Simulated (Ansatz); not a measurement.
Relaxation of BFH$_{6}$SiSn (10 atoms, charge 0, multiplicity 1), to a largest force component of 0.02 eV/Å in at most 50 steps.

Level of theory: RKS PBE0-D4/def2-SVP (Ansatz 0.2.0).

```xyz
10
Properties=species:S:1:pos:R:3
F -2.291 0.828 -0.519
Si -0.771 1.445 -0.738
B 0.433 -0.046 -0.779
Sn 0.678 -1.381 0.988
H -0.577 0.160 -1.333
H -0.422 2.357 0.376
H 1.168 -0.239 -1.711
H 0.231 -3.007 0.502
H -0.510 -0.827 2.264
H 2.239 -1.357 1.646
```

Where does it end, and by what steps?

It converged. The force dipped under the threshold on the way, but the program's further checks kept it going. After 25 steps the energy has fallen by 3.991 eV; H5 moved furthest, 1.28 Å. Parted: Si2–H5 (1.43 → 2.70 Å). Joined: Si2–Sn4 (3.61 → 2.90 Å).

| step | energy less start (eV) | largest force component (eV/Å) | accepted |
| --- | --- | --- | --- |
| 0 | 0.0000 | 5.663 | yes |
| 1 | -1.9556 | 3.368 | yes |
| 2 | -2.8806 | 1.780 | yes |
| 3 | -3.3447 | 1.403 | yes |
| 4 | -3.5634 | 0.939 | yes |
| 5 | -3.7336 | 0.838 | yes |
| 6 | -3.8745 | 0.436 | yes |
| 7 | -3.9226 | 0.339 | yes |
| 8 | -3.9014 | 0.851 | no |
| 9 | -3.9645 | 0.187 | yes |
| 10 | -3.9829 | 0.118 | yes |
| 11 | -3.9875 | 0.064 | yes |
| 12 | -3.9891 | 0.073 | yes |
| 13 | -3.9897 | 0.031 | yes |
| 14 | -3.9902 | 0.020 | yes |
| 15 | -3.9904 | 0.020 | yes |
| 16 | -3.9905 | 0.023 | yes |
| 17 | -3.9906 | 0.026 | yes |
| 18 | -3.9907 | 0.022 | yes |
| 19 | -3.9909 | 0.019 | yes |
| 20 | -3.9910 | 0.030 | yes |
| 21 | -3.9911 | 0.038 | yes |
| 22 | -3.9912 | 0.031 | yes |
| 23 | -3.9912 | 0.026 | yes |
| 24 | -3.9913 | 0.022 | yes |
| 25 | -3.9913 | 0.013 | yes |

```xyz
10
Properties=species:S:1:pos:R:3
F -2.184 1.387 0.037
Si -0.615 1.224 -0.334
B 0.142 -0.199 -1.289
Sn 0.413 -1.162 0.946
H -0.550 -1.010 -1.853
H 0.083 2.264 0.475
H 1.319 -0.047 -1.534
H 0.500 -2.792 0.442
H -0.822 -1.042 2.137
H 1.894 -0.690 1.669
```

Run time: 65 s on 2 threads of Intel(R) Xeon(R) Platinum 8488C (Sapphire Rapids), with other jobs on the host, peak memory 0.25 GiB.
